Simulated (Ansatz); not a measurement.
C8H16N2O (relaxed from a model of 1-butyl-3-methylimidazolium hydroxide, whose bonding it doesn't keep): single points at one geometry.

```yaml
crystal:
  periodic: [false, false, false]
  atoms:
    - {symbol: C, position_ang: [-3.637919, -0.708737, 0.991332]}
    - {symbol: C, position_ang: [-2.508078, 0.143265, 0.412601]}
    - {symbol: C, position_ang: [-1.955007, -0.411710, -0.904180]}
    - {symbol: C, position_ang: [-0.792363, 0.387500, -1.507764]}
    - {symbol: N, position_ang: [0.420660, 0.377533, -0.699071]}
    - {symbol: C, position_ang: [0.660467, 1.235615, 0.374071]}
    - {symbol: C, position_ang: [2.035889, 0.946829, 0.864576]}
    - {symbol: N, position_ang: [2.224838, -0.398060, 0.284742]}
    - {symbol: C, position_ang: [3.495129, -1.073680, 0.400412]}
    - {symbol: C, position_ang: [1.355481, -0.578647, -0.771679]}
    - {symbol: H, position_ang: [-4.493090, -0.791028, 0.286300]}
    - {symbol: H, position_ang: [-4.027008, -0.281704, 1.938542]}
    - {symbol: H, position_ang: [-3.291946, -1.741679, 1.210642]}
    - {symbol: H, position_ang: [-2.868087, 1.183773, 0.241804]}
    - {symbol: H, position_ang: [-1.672494, 0.234219, 1.140411]}
    - {symbol: H, position_ang: [-1.622652, -1.464332, -0.758715]}
    - {symbol: H, position_ang: [-2.764803, -0.448716, -1.668197]}
    - {symbol: H, position_ang: [-0.529637, -0.015835, -2.507072]}
    - {symbol: H, position_ang: [-1.084827, 1.448783, -1.652819]}
    - {symbol: H, position_ang: [0.177516, 2.219438, 0.394510]}
    - {symbol: H, position_ang: [2.195832, 0.905820, 1.968259]}
    - {symbol: H, position_ang: [3.408557, -2.109534, 0.013157]}
    - {symbol: H, position_ang: [3.787170, -1.128410, 1.469894]}
    - {symbol: H, position_ang: [4.312400, -0.550316, -0.145746]}
    - {symbol: H, position_ang: [1.303114, -1.468822, -1.405944]}
    - {symbol: O, position_ang: [3.071774, 1.888312, 0.458611]}
    - {symbol: H, position_ang: [2.799074, 2.200114, -0.428676]}
basis:
  gaussian: {orbitals: def2-SVP, initial_orbitals: start.molden}
correlation: {method: mp2}
scf: {omitted_lower_state_checks: [starts]}
output: {orbitals: {seedname: orbitals}}
```

The file start.molden holds the orbitals of an earlier run on this structure, at another level or in another basis.

```sh
$ ansatz run in.yaml --threads 4 --pin off --events-out ev --progress --plain --max-ram 6963MiB
```

Output, abridged:

```
Functional definition: HF
2426 factors; integrals over basis functions are off by at most 1.4e-3 eV
mean field evaluation 1: about -13482.7470 eV, gradient 3.1e1 eV
mean field evaluation 2: about -13484.3443 eV, gradient 1.3e0 eV
mean field evaluation 4: about -13484.3711 eV, gradient 8.3e-2 eV
mean field evaluation 8: about -13484.3711 eV, gradient 2.8e-6 eV
mean field -13484.37107315 eV, -495.5414969033 hartree, gradient 2.8e-6 eV, S^2 0.000000; 0 other end points of the search recorded, 0 dependent functions left out; unrestricted orbitals would lower it
11 core orbitals not correlated: weight in the atoms' cores, before any rotation towards them, 1.000 or more for the frozen orbitals, at most 0.000 for the correlated occupied ones
reference -13484.37107315 eV, -495.5414969033 hartree; 32, 32 occupied and 191, 191 virtual orbitals, 2426 factors
second order -45.35592245 eV of doubles, -0.00000000 eV of singles
Total energy: -13529.72699560 eV, -497.2082963100 hartree
Checks for a lower state left out: starts
```

Hardware: 4 threads of AMD EPYC 7R43 on a shared host. Wall time 7 s, peak host memory 0.82 GiB.

Geometry: PBE-D4/def2-SVP.

Correlated methods freeze 11 core orbitals. The restricted singlet (for correlated methods, its reference) is unstable: a solution with broken spin symmetry lies lower.
